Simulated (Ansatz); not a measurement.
Question: Predict a relaxed structure of Si6Cl6 prismane (Si₆Cl₆), charge 0, singlet, at PBE0-D4/def2-SVP (Ansatz).

Answer: 
Cartesian coordinates in Å:
```
Si -1.6870 0.2461 -0.6387
Cl -3.6156 0.4728 -1.3441
Si 0.4470 0.8121 -1.5676
Cl 0.9981 1.6928 -3.3534
Si -0.2194 1.7236 0.5450
Cl -0.4442 3.6645 1.2164
Si 0.7537 -0.1309 1.6519
Cl 1.5968 -0.2229 3.5358
Si -0.7139 -1.6083 0.4682
Cl -1.5752 -3.4156 0.9782
Si 1.4204 -1.0424 -0.4603
Cl 3.0393 -2.1919 -1.0314
```
Point group D3h (tolerance 0.1 Å). This is one stationary point.
